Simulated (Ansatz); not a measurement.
**C4H11GeN: where a starting geometry ends**

The starting geometry of this gas-phase singlet was optimised with GFN2-xTB; its bonds are those of `N[C@@H]1CC[C@@H]1[GeH3]`.

| atom | x (Å) | y (Å) | z (Å) |
| --- | --- | --- | --- |
| C | 0.7108 | 0.7935 | -1.0780 |
| C | 1.1994 | -0.5797 | -1.5545 |
| C | 2.0991 | -0.6714 | -0.3173 |
| C | 1.3198 | 0.4987 | 0.2970 |
| Ge | -0.1423 | -0.0869 | 1.4927 |
| N | -0.7321 | 0.9285 | -1.0001 |
| H | -1.1633 | 0.7265 | -1.8976 |
| H | -0.9754 | 1.8832 | -0.7543 |
| H | 1.1976 | 1.6203 | -1.6168 |
| H | 0.3903 | -1.3070 | -1.5295 |
| H | 1.6933 | -0.6122 | -2.5242 |
| H | 2.0708 | -1.6152 | 0.2267 |
| H | 3.1370 | -0.4207 | -0.5353 |
| H | 1.9278 | 1.2898 | 0.7372 |
| H | -0.9103 | -1.2368 | 0.9433 |
| H | -1.0782 | 1.0137 | 1.8680 |
| H | 0.4632 | -0.5673 | 2.7874 |

Predict what becomes of its bonds when it is optimised with B3LYP-D3(BJ)/def2-SVP.

It keeps its bonds, and is `N[C@@H]1CC[C@@H]1[GeH3]`.

The energy falls by 0.20 eV over 9 steps:

```json
{"step": "1", "E − E(last) (eV)": "0.196"}
{"step": "2", "E − E(last) (eV)": "0.018"}
{"step": "3", "E − E(last) (eV)": "0.004"}
{"step": "4", "E − E(last) (eV)": "0.001"}
{"step": "5", "E − E(last) (eV)": "0.001"}
{"step": "6", "E − E(last) (eV)": "0.001"}
{"step": "7", "E − E(last) (eV)": "0.000"}
{"step": "8", "E − E(last) (eV)": "0.000"}
{"step": "9", "E − E(last) (eV)": "0.000"}
```

Final geometry (Å):

| atom | x (Å) | y (Å) | z (Å) |
| --- | --- | --- | --- |
| C | 0.6752 | 0.7883 | -1.0898 |
| C | 1.1745 | -0.5928 | -1.5720 |
| C | 2.0826 | -0.6792 | -0.3200 |
| C | 1.2525 | 0.4717 | 0.3185 |
| Ge | -0.1165 | -0.1356 | 1.6075 |
| N | -0.7602 | 1.0030 | -1.1612 |
| H | -1.0910 | 0.8929 | -2.1208 |
| H | -0.9972 | 1.9565 | -0.8833 |
| H | 1.2700 | 1.5942 | -1.5681 |
| H | 0.3568 | -1.3285 | -1.5373 |
| H | 1.6571 | -0.6393 | -2.5599 |
| H | 2.1108 | -1.6455 | 0.2073 |
| H | 3.1206 | -0.3772 | -0.5303 |
| H | 1.8343 | 1.2771 | 0.7940 |
| H | -0.8670 | -1.3799 | 1.0947 |
| H | -1.1191 | 0.9843 | 1.9547 |
| H | 0.6240 | -0.5328 | 2.9108 |

No frequencies were run, so the end isn't proven a minimum. Run with Ansatz 0.2.0, 93 s on 2 threads of AMD EPYC (Zen 3), on a shared host.
